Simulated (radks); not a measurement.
Problem. Cu+, configuration [Ar] 3d10. Method: non-relativistic Kohn-Sham, LDA (Slater exchange, VWN5 correlation), spin-polarised, spherical densities, point nucleus; computed with a radial shooting solver on a logarithmic mesh with Libxc functionals. Some entries of the table are withheld. Estimate them.

| orbital | occ. | eigenvalue (eV) | <1/r> (bohr^-1) | <r^2> (bohr^2) |
|---|---|---|---|---|
| 1s | 2 | -8737.709 | 28.47 | 0.003762 |
| 2s | 2 | -1046.235 | 6.181 | 0.06740 |
| 2p | 6 | -919.4513 | 6.151 | 0.05302 |
| 3s | 2 | -119.0220 | 1.956 | 0.6078 |
| 3p | 6 | -79.6373 | 1.826 | (1) |
| 3d | 10 | -14.1036 | 1.389 | 1.399 |
| 4s | 0 | (2) | 0.4972 | 7.758 |
| 4p | 0 | -6.5380 | (3) | (4) |
| 4d | 0 | -1.9081 | 0.1678 | 69.79 |

Solution. 
(1) 3p <r^2> (bohr^2): 0.6774
(2) 4s eigenvalue (eV): -11.8309
(3) 4p <1/r> (bohr^-1): 0.3763
(4) 4p <r^2> (bohr^2): 13.39
